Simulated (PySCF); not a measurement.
PySCF job for C2H4BN3, SMILES NB1N=CC=N1, PBE/pcSseg-1. Geometry optimised at B3LYP-D3(BJ)/def2-SVP. The structure was generated by enumeration, and PubChem lists no compound with its InChIKey, so it may never have been made. The values are those of a single conformer.

```python
import numpy as np
from pyscf import gto, scf, dft
from pyscf.prop.nmr import rks as nmr

mol = gto.M(
    atom='''
    N     0.00000000   -0.00000000    2.06088954
    B     0.00000000    0.00000000    0.67825066
    N     0.00000000    1.24471969   -0.16461969
    C     0.00000000    0.76642239   -1.34892096
    C     0.00000000   -0.76642238   -1.34892096
    N     0.00000000   -1.24471970   -0.16461969
    H     0.00000000   -0.85706800    2.60186036
    H     0.00000000    0.85706800    2.60186036
    H     0.00000000    1.38031326   -2.26473684
    H     0.00000000   -1.38031324   -2.26473683
    ''',
    basis='pcSseg-1',
    charge=0,
    spin=0,
    max_memory=1600,
    verbose=3,
)
mf = dft.RKS(mol, xc='pbe')
mf.grids.level = 3
mf.conv_tol = 1e-10
mf.max_cycle = 100
mf.kernel()
n = nmr.NMR(mf)
n.verbose = 2
n.max_cycle_cphf = 60
sigma = n.kernel()
print('atom   isotropic/ppm   span/ppm')
for i, s in enumerate(sigma):
    w = np.linalg.eigvalsh((s + s.T) / 2)
    print(f'{mol.atom_symbol(i):2s}{i + 1:3d} {w.mean():14.3f} {w[2] - w[0]:11.3f}')
```

It prints:

```
converged SCF energy = -267.413854944912
atom   isotropic/ppm   span/ppm
N   1        151.823     126.417
B   2         60.527      68.826
N   3       -142.346     782.291
C   4          0.798     196.023
C   5          0.798     196.023
N   6       -142.346     782.291
H   7         26.576      10.233
H   8         26.576      10.233
H   9         23.060       3.427
H  10         23.060       3.427
```

Self-consistency was reached.
